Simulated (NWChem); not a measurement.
CH4SSeTe; SMILES S(C)[Te][SeH]

```xyz
8

Te     0.8518     0.2689    -0.0548
S     -0.7227     1.9352     0.6549
C     -1.6625     2.3102    -0.8520
H     -1.0101     2.6626    -1.6624
H     -2.3618     3.1149    -0.5774
H     -2.2419     1.4369    -1.1829
Se    -0.4759    -1.8874     0.0656
H     -0.9595    -1.8506    -1.3264
```
Atoms are numbered in this order, from 1.

Results from NWChem. The geometry was optimised at PBE0/def2-SVP (def2 core potentials past Kr). Not confirmed as a minimum by frequencies.

For level TPSS/3-21G, non-relativistic:

- highest occupied level (eV): -5.73
- orbital gap (eV): 3.11
- dipole (D): 2.63

Problem. How do the values read with level TPSS/STO-3G, non-relativistic instead?

Solution. The highest occupied level (eV) comes out as -2.98. The orbital gap (eV) comes out as 4.00 and the dipole (D) is 2.43.
